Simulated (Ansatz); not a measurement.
GaH₅OSSi (`[OH][Ga]([SiH3])[SH]`) at its PBE0-D4/def2-TZVP geometry, where that method's forces vanish. Charge 0, multiplicity 1.

```xyz
9

O    -0.3827    0.8149    1.8906
Ga    0.1250   -0.1713    0.4876
Si   -0.4307    0.5856   -1.7141
S     1.2417   -2.0391    0.8957
H    -0.1327    0.4629    2.7474
H     0.0694   -0.3796   -2.7274
H    -1.9060    0.7091   -1.8488
H     0.1891    1.9138   -1.9627
H     1.2269   -1.8963    2.2317
```

Task: What forces (eV/Å) does PBE-D4/def2-TZVPP give on these atoms in Ansatz? (Estimate.)

Result: The calculation gave: 
```
O1  -0.290  0.489 -0.068
Ga2  0.045 -0.107 -0.339
Si3  0.024 -0.032  0.102
S4   0.133 -0.247 -0.234
H5   0.136 -0.194  0.427
H6   0.050 -0.095 -0.097
H7  -0.147  0.016 -0.018
H8   0.059  0.134 -0.029
H9  -0.009  0.038  0.255
```
